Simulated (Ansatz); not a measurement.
`C=[CH][Ga]([F])[Br]` + H₂S → `[F][Ga]([SH])[Br]` + `C=C` at 600 K and 1 bar (ligand exchange at a Ga–C bond).

Isolated molecules relaxed with PBE0-D4/def2-TZVP in Ansatz; ΔE leaves out vibrations. CBS: MP2 limit from def2 TZ/QZ plus the TZ coupled-cluster correction, frozen cores. This one scheme is used for every species. For Br, Ga outer-core shells are correlated without core-valence functions, which leaves a few kJ/mol of doubt a bond. Scalar relativity is left out up to krypton. One conformer a species, not always the lowest.

| species | CCSD(T)/CBS energy (Eh) | H − E (kJ/mol) | S (J/(mol·K)) |
| --- | --- | --- | --- |
| `C=[CH][Ga]([F])[Br]` | -4675.04437 | 174.6 | 448.8 |
| H₂S | -398.97279 | 60.8 | 230.9 |
| `[F][Ga]([SH])[Br]` | -4995.56584 | 79.3 | 414.2 |
| `C=C` | -78.48111 | 161.6 | 257.2 |

H − E and S are ideal-gas, rigid-rotor, harmonic terms from PBE0-D4/def2-TZVP, for one conformer and one mirror image of each species. 1 Eh = 2625.50 kJ/mol, R = 8.31446 J/(mol·K).

Q: By hand: ΔE, ΔH, ΔS and ΔG.

A: ΔE = (-4995.56584) + (-78.48111) − (-4675.04437) − (-398.97279) = -0.02979 Eh = -78.2 kJ/mol. Δ(H − E) = 79.3 + 161.6 − 174.6 − 60.8 = 5.5, so ΔH = -72.7 kJ/mol. ΔS = 414.2 + 257.2 − 448.8 − 230.9 = -8.3 J/(mol·K). ΔG = -72.7 − 600 × (-8.3)/1000 = -67.7 kJ/mol.

Q: By hand: the equilibrium constant, and the temperature at which ΔG would vanish if ΔH and ΔS stayed fixed.

A: log₁₀ K = −ΔG/(RT ln 10) = 5.9. ΔG = 0 at ΔH/ΔS = 8759 K, far beyond where these terms or the molecules hold.

The number of gas molecules stays the same, so ΔS is small and ΔH decides. A doubt of 5 kJ/mol in ΔE shifts log₁₀ K by 0.4 here. Other conformers and mirror images would add mixing entropy, several J/(mol·K) or more a flexible species. These are equilibria of isolated gas molecules and say nothing of rates. Largest T1 diagnostic: 0.012 (customary marks: 0.02 for closed shells, 0.045 for open ones).
